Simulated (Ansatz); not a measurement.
The same molecule with X = B, Ga, In. Ansatz, PBE0-D4/def2-TZVP geometries, multiplicity 2.

Elements past krypton have def2 core potentials. Scalar relativity is left out up to krypton.

| X | molecule | mean X–H bond length / Å | mean X–O bond length / Å | zero-point energy (PBE0-D4/def2-TZVP) / kJ/mol | size of the dipole moment (ωB97M-V/def2-TZVPP) / D | ideal-gas entropy at 298 K and 1 bar (rigid rotor, harmonic PBE0-D4/def2-TZVP) / J/(mol·K) |
| --- | --- | --- | --- | --- | --- | --- |
| B | `[BH]OC`• | 1.207 | 1.320 | 138.1 | 2.44 | 272 |
| In | `C[O][InH]`• | 1.778 | 2.004 | 118.6 | 1.52 | 321 |

**Question.** Give the row for X = Ga, `C[O][GaH]`•. (An estimate is asked.)

**Answer.** Ansatz gave: 
```
 X      molecule  mean X–H bond length / Å  mean X–O bond length / Å  zero-point energy (PBE0-D4/def2-TZVP) / kJ/mol  size of the dipole moment (ωB97M-V/def2-TZVPP) / D  ideal-gas entropy at 298 K and 1 bar (rigid rotor, harmonic PBE0-D4/def2-TZVP) / J/(mol·K)
Ga  `C[O][GaH]`•                     1.601                     1.791                                           122.6                                                1.30                                                                                         310
```

From B to In the mean X–H bond length rises at each step, by 0.571 Å in all; the mean X–O bond length rises at each step, by 0.684 Å in all; the zero-point energy (PBE0-D4/def2-TZVP) falls at each step, by 19.5 kJ/mol in all; the ideal-gas entropy at 298 K and 1 bar (rigid rotor, harmonic PBE0-D4/def2-TZVP) rises at each step, by 49 J/(mol·K) in all. Bonds lengthen as the atom grows down the group. Dipoles are sizes alone, and their direction can turn along the series.
